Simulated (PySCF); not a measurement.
Orbital energies, ionisation energy and electron affinity

Compound: C5H7F3N2.
SMILES with atom numbers: `[CH3:1][C:2]([CH3:3])=[N:4]/[N:5]=[CH:6]/[C:7]([F:8])([F:9])[F:10]` (hydrogens: H11, H12, H13 on C1; H14, H15, H16 on C3; H17 on C6)

Geometry (PBE0-D3(BJ)/def2-SVP, Å), atoms numbered from 1 in this order:
```
atom  x, y, z in Å
C1    -1.454   -0.984   -0.644
C2    -1.267    0.131    0.338
C3    -2.470    0.828    0.882
N4    -0.114    0.532    0.726
N5     0.973   -0.129    0.317
C6     1.827    0.471   -0.402
C7     3.094   -0.234   -0.787
F8     3.244   -0.207   -2.118
F9     3.122   -1.496   -0.390
F10    4.155    0.391   -0.263
H11   -0.643   -1.720   -0.533
H12   -2.430   -1.471   -0.517
H13   -1.406   -0.603   -1.678
H14   -3.079    1.247    0.064
H15   -2.169    1.636    1.560
H16   -3.113    0.115    1.425
H17    1.714    1.504   -0.764
```

Level: PBE0/def2-SVPD (PySCF). Frontier orbitals with their largest atomic shares (Löwdin; up to four atoms above 4 %):

| orbital | ε (eV) | main atoms |
| --- | --- | --- |
| HOMO−3 | -10.67 | C3 21 %, C2 17 %, C1 15 %, N5 14 % |
| HOMO−2 | -10.29 | N4 21 %, N5 15 %, C6 14 %, C2 7 % |
| HOMO−1 | -7.95 | N4 35 %, N5 17 %, C6 17 %, C2 13 % |
| HOMO | -7.43 | ? |
| LUMO | -1.41 | N5 29 %, C6 26 %, N4 12 %, C2 10 % |
| LUMO+1 | -0.11 | N4 26 %, C2 25 %, N5 13 %, C6 8 % |
| LUMO+2 | 0.54 | C3 20 %, C1 18 %, H12 10 %, C2 10 % |

**Question.** What vertical ionisation energy does ΔSCF give, and how far is −ε(HOMO) from it?

**Answer.** ΔSCF: 9.24 eV (892 kJ/mol; threshold wavelength 134 nm); ⟨S²⟩ of the doublet left behind is 0.758, against 0.75 for a pure doublet. −ε(HOMO) is 7.43 eV, 1.81 eV below it. For the exact functional −ε(HOMO) would equal the first vertical ionisation energy; PBE0 (global hybrid, 25 % exact exchange) falls short of its own ΔSCF value by 20 %.

**Question.** On which atoms does the HOMO lie?

**Answer.** N5 (C=N nitrogen) 33 %, N4 (C=N nitrogen) 32 %, C2 (C=N carbon) 12 %, C6 (C=N carbon) 7 %, so no atom holds as much as 40 %. The HOMO−1 lies 0.52 eV lower.

**Question.** And the vertical electron affinity, the fundamental gap, Mulliken's electronegativity and the hardness (with the factor ½)?

**Answer.** EA = -0.37 eV by ΔSCF (−ε(LUMO) = 1.41 eV); a negative value means that the added electron isn't bound at this geometry and level, and the number then depends on the basis. IE − EA = 9.61 eV against an orbital gap of 6.02 eV; (IE + EA)/2 = 4.44 eV; (IE − EA)/2 = 4.80 eV. Parr's electrophilicity index (IE + EA)²/[8(IE − EA)] is 1.02 eV.

**Question.** The lowest singlet excitation (vertical TDDFT, same level) lies at 4.40 eV. How far is it below IE − EA?

**Answer.** IE − EA = 9.61 eV, so by 5.21 eV.

**Question.** Shift the occupied levels rigidly so that −ε(HOMO) equals the ΔSCF value. What binding energies result?

**Answer.** The shift is +1.81 eV: HOMO 9.24, HOMO−1 9.76, HOMO−2 12.10, HOMO−3 12.48 eV. A rigid shift is only a rough guide to the deeper ionisations.

**Question.** With α = 84.9 au, estimate the like-pair dispersion coefficient by London's formula C6 = (3/4)α²I.

**Answer.** I = 0.3397 Eh, so C6 ≈ 1840 au; the Casimir–Polder integral at the same level gives 3050 au, 1.66 times as much.

Isolated species at its PBE0-D3(BJ)/def2-SVP geometry (one conformer only).

The run behind these numbers computed excited states and ΔSCF ions as well. On Arm Neoverse V2, one thread, no GPU, shared host, this took 5.7 min wall and 1.1 GiB of memory at its peak.
